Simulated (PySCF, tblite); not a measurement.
Isomers of C8H9NSi, one GFN2-xTB conformer each. Single-point energies are computed at PBE0/pcSseg-1 (PySCF, gas phase, no added dispersion term), electronic only.

```
                  SMILES  GFN2-xTB relative energy (kJ/mol)
CC#C/C=C/C(C#N)=C\[SiH3]                              271.5
    Nc1cccc2c1C=C[SiH2]2                                0.0
  CC#C[Si@H]1CC=C(C#N)C1                              223.3
```

Conformers: `[CH3:1][C:2]#[C:3]/[CH:4]=[CH:5]/[C:6]([C:7]#[N:8])=[CH:9]\[SiH3:10]` with C4–C5–C6–C7 1°.

**Question.** What does PBE0/pcSseg-1 give for the same structures?

**Answer.** 
```csv
SMILES,PBE0/pcSseg-1 E (Eh),PBE0/pcSseg-1 (kJ/mol),GFN2-xTB (kJ/mol),point group
Nc1cccc2c1C=C[SiH2]2,-653.89165,0.0,0.0,near Cs
CC#C[Si@H]1CC=C(C#N)C1,-653.83089,159.5,223.3,C1
CC#C/C=C/C(C#N)=C\[SiH3],-653.77321,311.0,271.5,–
```

Both levels put the same isomer lowest; measured from each level's own lowest isomer, the values differ by up to 63.8 kJ/mol (CC#C[Si@H]1CC=C(C#N)C1: 223.3 against 159.5). As drawn, the lowest has an aromatic ring and an N–H bond, which the highest lacks; the highest has a C≡N group and a C≡C bond, which the lowest lacks.

**Question.** Which frontier levels, dipoles and rotational constants go with these structures?

**Answer.** 
| SMILES | HOMO (eV, PBE0/pcSseg-1) | LUMO (eV) | dipole (D) | A, B, C (MHz) |
| --- | --- | --- | --- | --- |
| Nc1cccc2c1C=C[SiH2]2 | -5.80 | -1.26 | 1.96 | 2009, 1076, 706.8 |
| CC#C[Si@H]1CC=C(C#N)C1 | -7.55 | -1.02 | 5.57 | 2354, 523.1, 482.8 |
| CC#C/C=C/C(C#N)=C\[SiH3] | -6.84 | -2.43 | 4.38 | 1435, 515.4, 381.8 |

**Question.** What happens when harmonic zero-point energies from GFN2-xTB frequencies are added?

**Answer.** 
```csv
SMILES,ZPE (kJ/mol),electronic (kJ/mol),with ZPE (kJ/mol)
Nc1cccc2c1C=C[SiH2]2,371.2,0.0,0.0
CC#C[Si@H]1CC=C(C#N)C1,366.8,159.5,155.1
CC#C/C=C/C(C#N)=C\[SiH3],347.8,311.0,287.6
```

The zero-point energies span 23.4 kJ/mol. The order is unchanged.
